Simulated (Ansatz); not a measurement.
```xyz
14

B    -1.943   -0.109    0.725
Si   -0.258    0.044   -0.262
C     0.104   -0.947   -1.808
Si    1.503    1.416    0.419
S    -0.550   -1.419    1.445
H    -2.777   -0.791    0.198
H    -2.249    0.685    1.563
H     1.094   -1.405   -1.783
H    -0.648   -1.727   -1.941
H     0.057   -0.285   -2.678
H     1.269    1.819    1.833
H     1.569    2.641   -0.424
H     2.815    0.717    0.330
H     0.015   -0.639    2.382
```

Total charge 0; spin multiplicity 1. The bonds changed during the relaxation, so this is another structure than the one it started from.

Q: List the PBE0/def2-TZVPP orbital energies in eV (Ansatz 0.2.0). (Estimate.)

A: Computed: Occupied: -2423.23, -1802.78, -1802.62, -278.20, -218.55, -183.79, -162.37, -162.28, -162.23, -145.11, -145.00, -99.86, -99.73, -99.67, -99.65, -99.64, -99.64, -21.48, -19.93, -15.64, -14.74, -12.50, -12.14, -11.79, -11.60, -10.28, -10.03, -9.81, -9.08, -8.62, -8.22, -6.93. Lowest empty: -0.89, -0.12, 0.23, 0.57, 1.01, 1.20, 1.29, 1.56.
